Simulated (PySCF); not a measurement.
PySCF job for ClGeH5SSi, SMILES [S]([GeH3])[SiH2]Cl, B3LYP-D3(BJ)/def2-SVP. Coordinates come from a B3LYP-D3(BJ)/def2-SVP optimisation. The structure was generated by enumeration, and PubChem lists no compound with its InChIKey, so it may never have been made. The values are those of a single conformer.

```python
import numpy as np
from pyscf import gto, scf, dft, df
from pyscf.hessian import thermo

mol = gto.M(
    atom='''
    Si    1.68436941    0.45902550   -0.20345234
    Cl    1.52424702    0.19356200    1.85912858
    S     0.25894855   -0.73240513   -1.25772435
    Ge   -1.62686990   -0.01051155   -0.23200407
    H     3.02778373    0.01234718   -0.64589237
    H     1.48484653    1.90978255   -0.45042460
    H    -2.75379781   -0.25108249   -1.24994475
    H    -1.47391991    1.48854969    0.08522765
    H    -1.86162381   -0.82165663    1.05190064
    ''',
    basis='def2-SVP',
    charge=0,
    spin=0,
    max_memory=1600,
    verbose=3,
)
mf = dft.RKS(mol, xc='b3lyp').density_fit(auxbasis='def2-universal-jkfit')
mf.disp = 'd3bj'
mf.grids.level = 3
mf.conv_tol = 1e-11
mf.max_cycle = 100
mf.kernel()

# [left out here: the lines that compute and print the analytic Hessian (its translational invariance restored by hand, since the grid's response is missing), thermochemistry and intensities]
```

Output:

```
converged SCF energy = -3227.47300873353

WARN: DFTD3 does not support analytical Hessian, using finite difference


WARN: Mole.unit (angstrom) is changed to Bohr

Mode                                 0                   1                   2
Irrep
Freq [cm^-1]                       50.2285             94.4637            107.9682
Reduced mass [au]                   9.6952              1.0799              4.4534
Force const [Dyne/A]                0.0144              0.0057              0.0306
Char temp [K]                      72.2676            135.9122            155.3423
Normal mode                   x     y     z       x     y     z       x     y     z
       0  Si                 0.03 -0.04 -0.02   -0.02  0.01 -0.01    0.08 -0.06  0.01
       1  Cl                -0.11  0.02 -0.02   -0.00  0.01 -0.01    0.04  0.04  0.02
       2   S                -0.00  0.03 -0.06    0.00 -0.03  0.01   -0.01  0.07 -0.01
       3  Ge                 0.04 -0.01  0.04    0.01  0.00  0.00   -0.05 -0.02 -0.01
       4   H                 0.03 -0.14  0.06   -0.01  0.05 -0.02    0.03 -0.23  0.04
       5   H                 0.15 -0.03 -0.07   -0.07  0.01 -0.01    0.25 -0.04 -0.04
       6   H                 0.00  0.03  0.07    0.06  0.54 -0.18   -0.00  0.07 -0.08
       7   H                 0.05 -0.02  0.09    0.26 -0.13  0.48   -0.07 -0.05  0.14
       8   H                 0.09 -0.06  0.02   -0.28 -0.35 -0.28   -0.09 -0.15 -0.10
Mode                                 3                   4                   5
Irrep
Freq [cm^-1]                      198.1861            375.0216            489.3066
Reduced mass [au]                  13.1389             14.3349              7.9592
Force const [Dyne/A]                0.3041              1.1878              1.1228
Char temp [K]                     285.1457            539.5725            704.0033
Normal mode                   x     y     z       x     y     z       x     y     z
       0  Si                 0.08  0.05 -0.03    0.02  0.00 -0.00   -0.09 -0.08  0.03
       1  Cl                -0.05 -0.04 -0.07    0.00  0.00  0.02    0.01  0.01 -0.07
       2   S                 0.04  0.00  0.09    0.10 -0.06 -0.08    0.08  0.05  0.03
       3  Ge                -0.03  0.00  0.01   -0.05  0.02  0.03   -0.00  0.01  0.01
       4   H                 0.07  0.02 -0.03    0.09  0.14  0.05   -0.07 -0.03  0.02
       5   H                 0.12  0.05 -0.04   -0.09 -0.01  0.03   -0.11 -0.08  0.04
       6   H                 0.04 -0.01 -0.07   -0.06  0.02  0.03    0.12 -0.10 -0.10
       7   H                -0.06  0.00  0.01    0.03  0.01 -0.00   -0.16  0.01  0.04
       8   H                -0.10 -0.00 -0.01    0.02  0.01  0.03    0.01 -0.08 -0.05
Mode                                 6                   7                   8
Irrep
Freq [cm^-1]                      540.3179            559.4091            569.7868
Reduced mass [au]                   2.6141              1.5354              1.1429
Force const [Dyne/A]                0.4497              0.2831              0.2186
Char temp [K]                     777.3972            804.8651            819.7963
Normal mode                   x     y     z       x     y     z       x     y     z
       0  Si                 0.01  0.02  0.11    0.06 -0.02  0.06   -0.03  0.00 -0.02
       1  Cl                 0.01  0.01 -0.08   -0.00  0.01 -0.04    0.00 -0.00  0.01
       2   S                -0.01 -0.02 -0.01   -0.05 -0.00 -0.03    0.02  0.03 -0.01
       3  Ge                -0.01 -0.01 -0.01    0.01 -0.00  0.01   -0.00 -0.02  0.01
       4   H                -0.03 -0.14  0.15    0.18  0.40  0.01   -0.08 -0.17 -0.01
       5   H                 0.16  0.03  0.04   -0.38 -0.06  0.15    0.16  0.02 -0.05
       6   H                -0.27  0.20  0.24    0.25 -0.09 -0.25    0.16  0.15 -0.20
       7   H                 0.30 -0.02 -0.04   -0.10  0.03 -0.09    0.39  0.02 -0.35
       8   H                 0.09  0.12  0.09   -0.34  0.09  0.00   -0.52  0.38  0.16
Mode                                 9                  10                  11
Irrep
Freq [cm^-1]                      602.2728            714.4901            823.6763
Reduced mass [au]                   1.3367              1.0433              1.0405
Force const [Dyne/A]                0.2857              0.3138              0.4159
Char temp [K]                     866.5365           1027.9921           1185.0868
Normal mode                   x     y     z       x     y     z       x     y     z
       0  Si                -0.02  0.05  0.03   -0.01 -0.00 -0.02   -0.01 -0.00 -0.01
       1  Cl                 0.01 -0.01 -0.01    0.01 -0.01  0.00    0.00  0.00 -0.01
       2   S                -0.01 -0.04 -0.03   -0.00  0.02  0.01   -0.02 -0.00  0.01
       3  Ge                 0.01  0.01  0.01   -0.00 -0.00 -0.00   -0.01  0.00  0.00
       4   H                -0.07 -0.31  0.25    0.25  0.10  0.68    0.10  0.09  0.22
       5   H                 0.37  0.07 -0.14   -0.21 -0.13 -0.59    0.19  0.09  0.32
       6   H                 0.29 -0.21 -0.25   -0.02  0.03  0.01    0.34 -0.20 -0.31
       7   H                -0.41  0.04  0.06    0.09 -0.01 -0.01    0.49 -0.03 -0.15
       8   H                -0.18 -0.10 -0.09    0.06  0.01  0.02    0.42 -0.22 -0.07
Mode                                12                  13                  14
Irrep
Freq [cm^-1]                      867.5451            878.5120            882.2042
Reduced mass [au]                   1.0323              1.0441              1.0587
Force const [Dyne/A]                0.4578              0.4748              0.4855
Char temp [K]                    1248.2043           1263.9831           1269.2954
Normal mode                   x     y     z       x     y     z       x     y     z
       0  Si                 0.01  0.01  0.02   -0.01 -0.01 -0.03    0.01  0.01  0.03
       1  Cl                -0.00 -0.00  0.00    0.00  0.00 -0.00   -0.00 -0.00  0.00
       2   S                 0.00  0.00 -0.01    0.00  0.00  0.01   -0.00  0.00 -0.00
       3  Ge                -0.00  0.01 -0.01    0.01  0.01 -0.00   -0.00  0.01  0.01
       4   H                -0.09 -0.07 -0.21    0.12  0.08  0.30   -0.14 -0.10 -0.33
       5   H                -0.08 -0.05 -0.26    0.11  0.07  0.33   -0.14 -0.08 -0.41
       6   H                 0.10 -0.59  0.04   -0.29 -0.36  0.39   -0.02 -0.11  0.03
       7   H                 0.39 -0.15  0.52    0.09 -0.01 -0.07    0.17  0.08 -0.49
       8   H                -0.10  0.15  0.09   -0.48 -0.24 -0.23   -0.04 -0.47 -0.31
Mode                                15                  16                  17
Irrep
Freq [cm^-1]                      945.1664           2136.7680           2155.1292
Reduced mass [au]                   1.0523              1.0150              1.0212
Force const [Dyne/A]                0.5539              2.7303              2.7946
Char temp [K]                    1359.8840           3074.3335           3100.7510
Normal mode                   x     y     z       x     y     z       x     y     z
       0  Si                 0.03  0.02 -0.02    0.00 -0.00  0.00    0.00 -0.00 -0.00
       1  Cl                -0.00  0.00 -0.00    0.00 -0.00 -0.00    0.00 -0.00  0.00
       2   S                 0.00 -0.00 -0.00   -0.00  0.00 -0.00    0.00  0.00  0.00
       3  Ge                -0.00  0.00  0.00   -0.00  0.01  0.00    0.01  0.01 -0.00
       4   H                -0.14 -0.65  0.21   -0.00 -0.00 -0.00   -0.00  0.00  0.00
       5   H                -0.61 -0.03  0.30   -0.01  0.03 -0.01   -0.00  0.01 -0.00
       6   H                 0.03 -0.02 -0.03    0.22  0.06  0.21   -0.43 -0.08 -0.41
       7   H                 0.02  0.00 -0.01   -0.10 -0.89 -0.18   -0.03 -0.37 -0.08
       8   H                 0.02 -0.01 -0.00    0.03  0.14 -0.19   -0.08 -0.36  0.59
Mode                                18                  19                  20
Irrep
Freq [cm^-1]                     2159.0607           2243.6078           2263.6555
Reduced mass [au]                   1.0252              1.0347              1.0486
Force const [Dyne/A]                2.8157              3.0686              3.1658
Char temp [K]                    3106.4077           3228.0521           3256.8962
Normal mode                   x     y     z       x     y     z       x     y     z
       0  Si                -0.00 -0.00 -0.00    0.00  0.03 -0.01    0.03 -0.02 -0.01
       1  Cl                -0.00 -0.00  0.00    0.00  0.00 -0.00   -0.00  0.00 -0.00
       2   S                 0.00 -0.00 -0.00    0.00  0.00  0.00    0.00 -0.00 -0.00
       3  Ge                -0.01  0.00 -0.01   -0.00  0.00  0.00   -0.00 -0.00  0.00
       4   H                 0.00 -0.00  0.00   -0.24  0.09  0.08   -0.85  0.29  0.28
       5   H                 0.00  0.00  0.00    0.14 -0.92  0.15   -0.03  0.25 -0.05
       6   H                 0.53  0.12  0.48    0.00 -0.00  0.00    0.00  0.00  0.00
       7   H                -0.00  0.08 -0.01   -0.00 -0.03 -0.01    0.00  0.01  0.00
       8   H                -0.11 -0.36  0.54    0.00 -0.00  0.00    0.00  0.00 -0.00
temperature 298.1500 [K]
pressure 101325.00 [Pa]
Rotational constants [GHz] 3.12515 1.11484 0.88413
Symmetry number 1
Zero-point energy (ZPE) 0.04478 [Eh]   117573.633 [J/mol]
                           tot       elec      trans        rot        vib
Entropy [J/mol/K]       372.644      0.000    173.035    121.485     78.124
Cv [J/mol/K]            101.936      0.000     12.472     12.472     76.993
Cp [J/mol/K]            110.250      0.000     20.786     12.472     76.993
Internal energy [J/mol]                      3718.434   3718.434 129514.300
Internal energy [Eh]   -3227.42085  -3227.47301
Enthalpy [J/mol]                             6197.391   3718.434 129514.300
Enthalpy [Eh]          -3227.41990
Gibbs free energy [J/mol]                  -45393.044 -32502.345 106221.653
Gibbs free energy [Eh] -3227.46222
static polarisability / bohr^3: [[92.006  3.948  1.597]
 [ 3.947 62.754  3.216]
 [ 1.595  3.215 73.415]]
largest difference of analytic and finite-field dipole derivatives / e: 0.0015196634935099596
mode   freq/cm-1   IR/(km/mol)   Raman/(A^4/amu)   depolarisation
   1       50.23         1.648             0.556            0.704
   2       94.46         0.226             0.048            0.660
   3      107.97         0.743             1.028            0.384
   4      198.19         2.660             4.556            0.747
   5      375.02        27.301            11.213            0.152
   6      489.31        44.990             9.762            0.143
   7      540.32        36.311             5.180            0.670
   8      559.41        81.874             2.999            0.750
   9      569.79        15.787             9.115            0.744
  10      602.27        28.556             8.745            0.481
  11      714.49         6.797            18.322            0.713
  12      823.68       282.122            20.404            0.624
  13      867.55        25.011            19.829            0.748
  14      878.51        58.394            32.644            0.724
  15      882.20       192.329             9.554            0.749
  16      945.17       117.897            16.384            0.671
  17     2136.77        54.749           184.856            0.035
  18     2155.13        91.166           169.871            0.225
  19     2159.06        94.346           129.844            0.741
  20     2243.61        87.737           165.321            0.099
  21     2263.66        97.758           173.325            0.381
max |gradient| / (hartree/bohr): 4.986628325413171e-05
APT charges: [ 1.3778 -0.5197 -0.6846  1.078  -0.2608 -0.2755 -0.2364 -0.2396 -0.2391]
```

Self-consistency was reached.

Cost: about 6 core-minutes (a rough figure).
